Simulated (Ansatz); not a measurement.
Reaction (formal exchange of groups at a B–C bond): `CB[Se]C` + `CF` → `C[Se]BCF` + CH₄

Program: Ansatz. Geometries: PBE0-D4/def2-TZVP. ΔE: electronic, gas phase. CCSD(T)/CBS adds triple-zeta CCSD(T) − MP2 to the extrapolated MP2 energy (def2 sets, frozen cores). This one scheme is used for every species. DFT in def2-TZVPP. B3LYP here is the variant with VWN-RPA as its local correlation; programs differ in this. For Se outer-core shells are correlated without core-valence functions, which leaves a few kJ/mol of doubt a bond. Scalar relativity is left out up to krypton. Each species was taken in one conformer, which may not be the lowest.

```tsv
level	ΔE (kJ/mol)
ωB97X-V	4.4
PBE0	5.8
B3LYP	4.2
MP2/def2-QZVPP	8.7
```

(1) What does CCSD(T)/CBS give? (An estimate is asked.)

Largest T1 diagnostic among the species: 0.012.

Results:

(1) The calculation gave: +6.8 kJ/mol. The listed levels differ from it by -2.4, -1.0, -2.6, 1.9 kJ/mol.

CCSD(T)/CBS has its own doubt, a few kJ/mol and more with outer-core shells, so smaller differences from it don't rank the levels.
